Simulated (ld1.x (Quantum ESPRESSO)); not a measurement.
**Plane-wave convergence, ultrasoft potential for N**

N, ultrasoft, made with ld1.x (Quantum ESPRESSO) 7.5 (LDA (PZ), scalar-relativistic). Core [He], reference 2s2 2p3. Waves: 2s (bound): rcut 0.70, rcutus 0.85 bohr; 2s channel at 0.05 Ry: rcut 0.70, rcutus 0.85 bohr; 2p (bound): rcut 1.05, rcutus 1.30 bohr; 2p channel at 0.15 Ry: rcut 1.05, rcutus 1.30 bohr; 3d channel at 0.35 Ry: rcut 0.75, rcutus 0.95 bohr; 3d channel at 1.9 Ry: rcut 0.75, rcutus 0.95 bohr. Local part: all-electron potential smoothed inside 1.00 bohr (lloc = -1). Core correction: none. Augmentation charge: built from norm-conserving waves at rcut, not smoothed further.

The pseudo-atom Hamiltonian at the reference potential is diagonalised in spherical Bessel functions j_l(qr) that vanish at 20 bohr, with q² up to the cutoff. All-electron valence levels (Ry): 2s -1.3541, 2p -0.5323.

Problem. How do the lowest levels (Ry) of each channel move with the cutoff, and are there ghosts?

Solution.

| cutoff (Ry) | s #1 | p #1 | d #1 | f #1 | f #2 | Σ f·Δε (mRy) |
| --- | --- | --- | --- | --- | --- | --- |
| 8 | -1.3018 | -0.1595 | 0.0776 | 0.1197 | 0.2598 | 1222.9 |
| 12 | -1.3042 | -0.2847 | 0.0776 | 0.1197 | 0.2598 | 842.7 |
| 15 | -1.3060 | -0.3763 | 0.0776 | 0.1197 | 0.2598 | 564.3 |
| 21 | -1.3197 | -0.4638 | 0.0776 | 0.1197 | 0.2598 | 274.3 |
| 25 | -1.3268 | -0.5005 | 0.0776 | 0.1197 | 0.2598 | 150.0 |
| 35 | -1.3442 | -0.5282 | 0.0776 | 0.1197 | 0.2598 | 32.2 |
| 45 | -1.3513 | -0.5319 | 0.0776 | 0.1197 | 0.2598 | 6.8 |
| 50 | -1.3530 | -0.5321 | 0.0776 | 0.1197 | 0.2598 | 2.9 |
| 60 | -1.3538 | -0.5321 | 0.0776 | 0.1197 | 0.2598 | 1.3 |
| 70 | -1.3538 | -0.5322 | 0.0776 | 0.1197 | 0.2598 | 0.9 |
| 90 | -1.3539 | -0.5323 | 0.0776 | 0.1197 | 0.2598 | 0.4 |
| 400 | -1.3541 | -0.5323 | 0.0776 | 0.1197 | 0.2598 | 0.0 |

Result: no extra level below or beside the all-electron valence levels (s, p, d, f tested); 10 mRy is reached at 45 Ry and 1 mRy at 70 Ry.

Its largest configuration-test error is +687 meV.
